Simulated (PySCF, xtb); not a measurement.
CH₃CdFO, SMILES C[O][Cd][F]. One conformer was computed; it need not be the lowest.

Harmonic wavenumbers (cm⁻¹) from GFN2-xTB run with xtb 6.7.1 at its own minimum, in rising order: 53, 123, 188, 218, 311, 382, 1023, 1123, 1128, 1386, 1436, 1452, 2834, 2838, 2927.

**Question.** What does PBE0-D3(BJ)/def2-SVP in PySCF give at its own minimum? (Estimate from the structure and the level; the computed values follow.)

**Answer.** 98, 108, 161, 233, 515, 646, 1158, 1173, 1190, 1469, 1469, 1483, 2967, 3029, 3073. Paired by order, the mean absolute difference is 96 cm⁻¹ and the zero-point energies are 24.9 and 26.8 kcal/mol.
